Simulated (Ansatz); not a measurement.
Geometry optimisation, RKS B3LYP/def2-SVP in Ansatz 0.2.0.

input.yaml

```yaml
crystal:
  periodic: [false, false, false]
  atoms:
    - { symbol: C, position_ang: [0.2369, -1.6618, -0.9154] }
    - { symbol: C, position_ang: [-0.0494, -0.6486, 0.2373] }
    - { symbol: O, position_ang: [0.8928, -0.8494, 1.2171] }
    - { symbol: O, position_ang: [-1.2343, -0.8682, 0.802] }
    - { symbol: Ge, position_ang: [0.0551, 1.2029, -0.4198] }
    - { symbol: "N", position_ang: [-0.2331, 2.3931, 1.0217] }
    - { symbol: H, position_ang: [-0.5548, -1.4695, -1.7108] }
    - { symbol: H, position_ang: [1.2287, -1.4324, -1.3841] }
    - { symbol: H, position_ang: [0.1363, -2.648, -0.5216] }
    - { symbol: H, position_ang: [1.8106, -0.6209, 0.8615] }
    - { symbol: H, position_ang: [-2.0004, -0.6694, 0.1359] }
    - { symbol: H, position_ang: [1.4734, 1.4793, -0.9942] }
    - { symbol: H, position_ang: [-1.0811, 1.4667, -1.5002] }
    - { symbol: H, position_ang: [0.59993, 3.01426, 1.08748] }
    - { symbol: H, position_ang: [-1.01151, 3.03282, 0.70803] }
basis:
  gaussian: { orbitals: def2-SVP }
hamiltonian:
  xc: b3lyp
relax:
  f_tol: 0.015
  max_steps: 40
```

Run as:

```bash
$ ansatz run input.yaml --threads 2 --pin off --max-ram 3072MiB --backend cpu --events-out ev --progress --plain --runs-dir out
```

**Question.** Where does it end, and by what steps?

**Answer.** The forces met the threshold. After 32 steps the energy has fallen by 1.130 eV; H11 moved furthest, 1.57 Å.

```
step  energy less start (eV)  largest force component (eV/Å)  accepted
   0                  0.0000                           4.809       yes
   2                 -0.5039                           0.451       yes
   4                 -0.5442                           0.191       yes
   6                 -0.5612                           0.259       yes
   8                 -0.5741                           0.225       yes
  10                 -0.5979                           0.547       yes
  12                 -0.6343                           0.111       yes
  14                 -0.6566                           0.137       yes
  16                 -0.6758                           0.140       yes
  18                 -0.7387                           0.913       yes
  20                 -0.9055                           0.956       yes
  22                 -1.0252                           0.550       yes
  24                 -1.1038                           0.682       yes
  26                 -1.1264                           0.189       yes
  28                 -1.1280                           0.030       yes
  30                 -1.1292                           0.057       yes
  32                 -1.1298                           0.015       yes
```

```xyz
15
Properties=species:S:1:pos:R:3
C 0.215 -1.676 -1.018
C 0.158 -0.548 -0.001
O 1.308 -0.546 0.838
O -1.013 -0.692 0.752
Ge 0.129 1.328 -0.706
N -0.646 2.125 0.803
H -0.640 -1.633 -1.710
H 1.151 -1.637 -1.593
H 0.169 -2.645 -0.489
H 1.236 -1.327 1.412
H -1.175 0.181 1.172
H 1.512 1.916 -1.068
H -0.876 1.533 -1.860
H 0.032 2.453 1.490
H -1.290 2.889 0.602
```

Whether the end is a true minimum wasn't checked by a vibrational analysis.

Time of the run: 110 s on 2 threads of Intel(R) Xeon(R) 6975P-C (Granite Rapids), with other jobs on the host, peak memory 0.48 GiB.
